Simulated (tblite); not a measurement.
C3H9ClO2Si2.
Geometry (GFN2-xTB, Å), atoms numbered from 1 in this order:
```xyz
17
C3H9ClO2Si2 angstrom
O      1.1772   -1.9856   -0.8729
C      0.5069   -1.0967   -0.4104
C     -0.9950   -1.0248   -0.5449
O     -1.4014    0.1327    0.1152
Si    -2.9294    0.6834    0.2968
Si     1.1460    0.4192    0.5888
C      3.0433    0.1965    0.6538
Cl     3.7534    1.5882    1.5136
H     -1.2757   -0.9951   -1.6044
H     -1.4555   -1.9162   -0.1027
H     -3.5412    0.9088   -1.0159
H     -3.7334   -0.3046    1.0217
H     -2.6404    1.8935    1.0431
H      0.6240    0.3764    1.9519
H      0.8527    1.6588   -0.1241
H      3.5072    0.1710   -0.3302
H      3.3544   -0.6935    1.1971
```

Calculated harmonic vibrations of the isolated species, GFN2-xTB (tblite), most abundant isotopes, no scaling. Errors from tens to a few hundred cm⁻¹ against measured bands are possible. Modes of hydrogen on silicon can be 10 to 20 % off. One conformer, not necessarily the lowest.

Harmonic wavenumbers (cm⁻¹): 45.5, 49.0, 51.8, 68.2, 99.1, 115.2, 172.3, 172.9, 202.3, 325.6, 397.5, 416.3, 482.8, 590.2, 594.6, 611.9, 640.1, 675.2, 718.6, 733.8, 738.9, 740.8, 761.5, 791.4, 826.5, 838.3, 851.5, 1062.9, 1082.2, 1149.6, 1170.2, 1184.8, 1278.1, 1426.5, 1428.3, 1763.8, 2225.3, 2254.2, 2296.1, 2300.4, 2375.4, 2894.8, 2918.0, 2991.9, 2993.5.

A = 2020, B = 500.1, C = 406.7 MHz; mass 167.983 u (most abundant isotopes); point group Cs, symmetry number 1.

Problem. Zero-point energy?

Solution. ½Σν̃ = 23754 cm⁻¹ = 67.92 kcal/mol.

Problem. What is S at 298.15 K and 1 bar for an ideal gas of classical rigid rotors and harmonic oscillators?

Solution. Translation 41.29, rotation 31.04, vibration 40.75: S = 113.1 cal/(mol K).

Problem. And Cp and H(298.15 K) − H(0)?

Solution. Cp = 43.99 cal/(mol K), of which vibrations give 36.04 (their classical limit is 45 R = 89.4); H(298.15 K) − H(0) = 8.28 kcal/mol without the zero-point energy, 5.91 from vibrations.

Problem. Which modes carry the vibrational entropy at 298.15 K?

Solution. 45.5 cm⁻¹: 5.00; 49.0 cm⁻¹: 4.86; 51.8 cm⁻¹: 4.75; 68.2 cm⁻¹: 4.20; 99.1 cm⁻¹: 3.47; 115.2 cm⁻¹: 3.18 cal/(mol K); the other 39 give 15.28 together.

Problem. Blend soft modes into free rotors: weight 1/[1 + (100 cm⁻¹/ν̃)⁴] for the oscillator and the rest for a rotor with moment μB/(μ + B), μ = h/(8π²ν), B = 10⁻⁴⁴ kg m². What vibrational entropy results?

Solution. 35.78 cal/(mol K) in place of 40.75, which changes −T·S at 298.15 K by +1.48 kcal/mol.

Problem. What must be added to the electronic energy to get the Gibbs energy at 298.15 K and 1 bar?

Solution. ZPE + [H(298.15 K) − H(0)] − T·S = 67.92 + 8.28 − 33.71 = 42.49 kcal/mol.

Problem. How do the functions run with temperature in this model?

Solution. 
```
 T (K)  S (cal/(mol K))  Cp (cal/(mol K))  H − H(0) (kcal/mol)  G − H(0) (kcal/mol)  ln q(vib)
    50             64.5              17.3                 0.60                -2.62       1.11
   100             78.5              23.3                 1.63                -6.22       3.26
373.15            123.7              50.7                11.84               -34.32      12.99
   500            139.9              59.7                18.87               -51.06      16.92
   750            166.5              71.4                35.38               -89.48      23.95
  1000            188.1              78.9                54.24              -133.88      30.14
```

q(vib) and H(0) count from the zero-point level.

Hindered rotation and anharmonicity are outside this model. Other conformers, if any are populated, would add a mixing term that is left out.
